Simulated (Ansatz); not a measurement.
Molecule: sum formula H3BNO2 (charge -1, singlet). It need not be the lowest isomer of its formula. Whether it binds its extra electron was not tested at this geometry. 
Structure (B3LYP-D3(BJ)/def2-TZVP (Ansatz, a program for electronic structure) minimum search):
```
B
O 1 1.2952
O 1 1.4566 2 124.03
H 3 0.9622 1 103.07 2 -0.56
N 1 1.4921 2 126.64 4 -178.48
H 5 1.0085 1 113.66 2 -23.02
H 5 1.0105 6 110.87 1 133.64
```
Charge -1, spin multiplicity 1.

Basis-set convergence of Hartree-Fock and MP2 correlation energies (hartree) with Ansatz. Correlated levels leave the core frozen unless marked. No spin-orbit coupling. Non-relativistic.

```tsv
basis	functions	E(HF)	E(corr, MP2)
aug-cc-pVDZ	119	-230.78201	-0.68557
aug-cc-pVTZ	253	-230.83999	-0.83072
aug-cc-pVQZ	458	-230.85486	-0.88345
```

Extrapolating the two largest sets (X = 3 and 4) as X^-3: E(corr) = (64·(-0.88345) - 27·(-0.83072))/37 = -0.9219 Eh, an estimate of the basis-set limit. The largest set recovers 95.8 % of it, the smallest 74.4 %.
